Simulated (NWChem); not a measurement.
Species: C2F5 cation

```xyz
7

F     -0.1409    -1.5188    -1.0521
C     -0.1040    -0.8827     0.0000
F     -0.1409    -1.5188     1.0521
C      0.0402     0.6907     0.0000
F      1.3329     0.8945     0.0000
F     -0.5252     1.1352     1.0804
F     -0.5252     1.1352    -1.0804
```
Atoms are numbered in this order, from 1.

Results from NWChem. Pople sets run with spherical d functions. The geometry was optimised at PBE0/def2-SVP. Level: M05-2X/6-31G* with SMD (1 M gas to 1 M solution), gas-phase geometry. Reactions with the solvent are ignored.

Q: Among these, which solvent gives the highest value of “solvation free energy (kcal/mol)”?
A) acetonitrile
B) n-hexane
C) ethyl acetate
D) 1-octanol

A: B, n-hexane. Values: acetonitrile -67.9; 1-octanol -62.4; ethyl acetate -58.1; n-hexane -32.1
